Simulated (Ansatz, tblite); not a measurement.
Removing and adding an electron: `COc1ccc(-c2ccc(/C=C/c3ccc(/C=C/c4ccc(/C=C/c5ccc(C(F)=C(F)F)cc5)cc4)cc3)cc2)cc1`. Total charge 0; singlet. Geometry: r2SCAN-D4/def2-SVP. Ansatz, gas phase; energy differences of separate SCF runs; the oxidised species was run as a doublet alone; the reduced species was run as a doublet alone.

```xyz
72

C   -14.278    0.983   -6.044
O   -13.500   -0.189   -6.140
C   -12.248   -0.171   -5.625
C   -11.515   -1.366   -5.736
C   -10.220   -1.443   -5.240
C    -9.605   -0.339   -4.611
C    -8.228   -0.423   -4.088
C    -7.833    0.301   -2.942
C    -6.536    0.232   -2.449
C    -5.556   -0.569   -3.077
C    -4.181   -0.676   -2.613
C    -3.634   -0.063   -1.531
C    -2.257   -0.163   -1.077
C    -1.865    0.534    0.090
C    -0.565    0.486    0.571
C     0.430   -0.268   -0.092
C     1.810   -0.356    0.352
C     2.350    0.218    1.460
C     3.734    0.135    1.895
C     4.746   -0.539    1.174
C     6.050   -0.581    1.643
C     6.429    0.042    2.857
C     7.812   -0.042    3.292
C     8.337    0.450    4.444
C     9.724    0.366    4.874
C    10.085    0.885    6.138
C    11.389    0.834    6.612
C    12.410    0.253    5.828
C    13.799    0.161    6.250
F    14.641   -0.435    5.381
C    14.377    0.587    7.391
F    13.738    1.193    8.372
F    15.654    0.441    7.655
C    12.061   -0.266    4.561
C    10.754   -0.210    4.099
C     5.418    0.718    3.576
C     4.113    0.761    3.106
C     0.038   -0.965   -1.260
C    -1.263   -0.918   -1.740
C    -5.955   -1.295   -4.220
C    -7.254   -1.226   -4.713
C   -10.356    0.845   -4.507
C   -11.658    0.941   -5.004
H   -15.245    0.753   -6.509
H   -14.444    1.277   -4.991
H   -13.811    1.828   -6.581
H   -11.995   -2.226   -6.210
H    -9.680   -2.391   -5.315
H    -8.571    0.910   -2.413
H    -6.282    0.805   -1.553
H    -3.545   -1.327   -3.225
H    -4.271    0.582   -0.915
H    -2.614    1.129    0.624
H    -0.313    1.046    1.475
H     2.458   -0.959   -0.295
H     1.700    0.809    2.116
H     4.507   -1.034    0.229
H     6.814   -1.108    1.063
H     8.476   -0.571    2.597
H     7.671    0.963    5.149
H     9.309    1.339    6.763
H    11.614    1.248    7.596
H    12.837   -0.717    3.940
H    10.531   -0.621    3.111
H     5.660    1.222    4.515
H     3.351    1.295    3.683
H     0.788   -1.556   -1.796
H    -1.512   -1.473   -2.648
H    -5.216   -1.917   -4.736
H    -7.513   -1.780   -5.619
H    -9.902    1.731   -4.054
H   -12.194    1.887   -4.913
```

The xTB rows come from tblite. Single mean-field runs in def2-SVP are fitted with def2-universal-jkfit.

```csv
level,−HOMO (eV),vertical IE (eV),−LUMO (eV),vertical EA (eV),HOMO–LUMO gap (eV),IE − EA (eV)
GFN1-xTB,10.70,11.94,8.99,7.67,1.71,4.26
PBE0-D4/def2-SVP,5.39,6.27,2.37,1.55,3.02,4.72
```

Estimate the rows for GFN2-xTB, PBE-D4/def2-SVP.


```
          level  −HOMO (eV)  vertical IE (eV)  −LUMO (eV)  vertical EA (eV)  HOMO–LUMO gap (eV)  IE − EA (eV)
       GFN2-xTB        9.73             11.00        8.10              6.75                1.63          4.26
PBE-D4/def2-SVP        4.61              5.84        2.92              1.71                1.70          4.13
```

 Raw xTB energy differences between charge states are shifted by several eV; the methods need an empirical correction for them. Sets without diffuse functions give affinities that are too small.
